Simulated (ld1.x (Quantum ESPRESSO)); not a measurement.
What the settings do to the TM potential of Tc

Base potential:

technetium (Tc), norm-conserving Troullier–Martins (Kleinman–Bylander form), made with ld1.x (Quantum ESPRESSO) 7.5 (LDA (PZ), scalar-relativistic). Core [Ar] 3d10, reference 4s2 4p6 4d5 5s2 5p0. Waves: 4s (bound): rc 1.60 bohr; 4p (bound): rc 1.45 bohr; 4d (bound): rc 2.20 bohr. Local part: all-electron potential smoothed inside 1.80 bohr (lloc = -1). Core correction: Bessel-smoothed model core, default radius (core density twice the valence density).

Occupied shells without a wave of their own: 5s. They enter only through the test configuration that unscreens the potential, and ld1.x also counts them in the model core charge.

Cutoffs, loose and tight: the cutoffs (Ry, on a coarse ladder) from which the occupation-weighted sum of valence levels, in a spherical-Bessel basis at the reference potential, stays within 10 and 1 mRy of its value at 400 Ry. They do not see the model core or the augmentation charge, which bear on the density cutoff. Test errors are all-electron minus pseudo excitation energies from the reference, over the configurations 4s2 4p6 4d5 5s1 5p0; 4s2 4p6 4d5 5s0 5p0; 4s2 4p6 4d4 5s0 5p0; 4s2 4p6 4d4 5s2 5p0; 4s2 4p6 4d5.5 5s1.5 5p0; 4s2 4p6 4d5 5s1 5p1; 4s2 4p6 4d4 5s2 5p1 (two spin-polarised tests are not counted in the largest error). A dash means not determined; rows that change the core or the reference have their own tests.

With those shells counted twice in exchange and correlation these files are broken, and their errors move erratically; no question is asked of them.

| change | outcome | cutoff, loose | cutoff, tight | bound ghosts | largest test error (meV) |
| --- | --- | --- | --- | --- | --- |
| base | generated, misses its reference levels by 0.39 eV | 70 Ry | 110 Ry | none | +911 |
| wave 4p (bound): rc 1.45 bohr becomes 4p (bound): rc 1.00 bohr | generated, misses its reference levels by 0.39 eV | 120 Ry | 230 Ry | none | +910 |
| wave 4p (bound): rc 1.45 bohr becomes 4p (bound): rc 1.24 bohr | generated, misses its reference levels by 0.39 eV | 100 Ry | 140 Ry | none | +910 |
| wave 4p (bound): rc 1.45 bohr becomes 4p (bound): rc 1.42 bohr | generated, misses its reference levels by 0.39 eV | 70 Ry | 110 Ry | none | +911 |
| wave 4p (bound): rc 1.45 bohr becomes 4p (bound): rc 1.62 bohr | generated, misses its reference levels by 0.39 eV | 55 Ry | 80 Ry | none | +911 |
| wave 4p (bound): rc 1.45 bohr becomes 4p (bound): rc 1.96 bohr | generated, misses its reference levels by 0.39 eV | 55 Ry | 80 Ry | none | +912 |
| wave 4p (bound): rc 1.45 bohr becomes 4p (bound): rc 2.20 bohr | generated, misses its reference levels by 0.39 eV | 55 Ry | 80 Ry | none | +912 |

Reading the sweep of the p radius (base included, trends over the rows without a ghost): The loose cutoff falls from 120 Ry at 1 to 55 Ry at 2.2 bohr. A larger radius leaves more room for a smooth pseudo-wave, so fewer plane waves are needed; a smaller one forces it to follow the all-electron wave where it bends sharply. The median size of the test errors (rows with all tests solved) stays near 389.1 meV.
